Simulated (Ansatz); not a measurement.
ZnCl2⁻. The state is a quartet with charge -1. Geometry r2SCAN-D4/def2-TZVPD; atoms count from 1.

```xyz
3

Zn   -0.761    1.128   -0.136
Cl   -0.330   -0.915    1.139
Cl    1.092   -0.213   -1.003
```

The highest occupied level of the charge -1 quartet lies above zero (up to 1.32 eV). The electron is either unbound and held by the finite basis, or the level is raised by self-interaction error. In the quartet, Cl2 and Cl3 lie 2.66 Å apart (atoms count from 1), so these atoms are partly bonded to each other. At PBE0-D4/def2-TZVPD a doublet of charge -1 lies 4.80 eV below the quartet, each at its own geometry. The structure comes from a short search, and lower isomers may exist.

(1) Estimate the Mulliken populations from the PBE0/def2-TZVPD orbitals of Ansatz.

(2) Where does the spin sit?

(3) And the Mayer bond orders between heavy atoms (over 0.3)?

Answers

(1) 
| atom | charge (e) | spin (α − β) | d electrons |
| --- | --- | --- | --- |
| Zn1 | -0.69 | 2.11 | 10.04 |
| Cl2 | -0.16 | 0.45 | – |
| Cl3 | -0.16 | 0.45 | – |
Mulliken values depend strongly on the basis. With diffuse functions, as here, like atoms can get unlike values, and bond orders can come out too low or too high.

(2) Summed by element: Zn 2.11, Cl 0.89, of 3 unpaired in all. Largest on single atoms: Zn1 2.11, Cl2 0.45, Cl3 0.45.

(3) Cl2–Cl3 0.43 (2.66 Å).
